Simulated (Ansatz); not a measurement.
Reaction (ligand exchange at the Si–C bond): `C[Si](C)(O)O` + H–F → `C[Si](O)(O)F` + CH₄

Isolated molecules relaxed with PBE0-D4/def2-TZVP in Ansatz; ΔE leaves out vibrations. CBS: MP2 limit from def2 TZ/QZ plus the TZ coupled-cluster correction, frozen cores. This one scheme is used for every species. DFT in def2-TZVPP. Each species was taken in one conformer, which may not be the lowest.

```csv
species,revPBE energy (Eh)
`C[Si](C)(O)O`,-521.06829
H–F,-100.45745
`C[Si](O)(O)F`,-581.07009
CH₄,-40.51893
```

Q: Work out ΔE.

A: ΔE = (-581.07009) + (-40.51893) − (-521.06829) − (-100.45745) = -0.06328 Eh = -39.7 kcal/mol. CCSD(T)/CBS gives -40.3 kcal/mol.

Largest T1 diagnostic among the species: 0.011.

Leaving LDA and LC-ωPBE aside and taking each functional with its dispersion term where it has one, the values, not all of them listed here, spread over 6.0 kcal/mol, from B97M-V to revPBE-D4. The D4 term adds +1.7 kcal/mol with B3LYP and +1.0 kcal/mol with PBE0; it sums over pairs of atoms, weighted by their polarisabilities, and B3LYP, whose exchange is more repulsive, gets the larger term.

B3LYP here is the variant with VWN-RPA as its local correlation; programs differ in this.
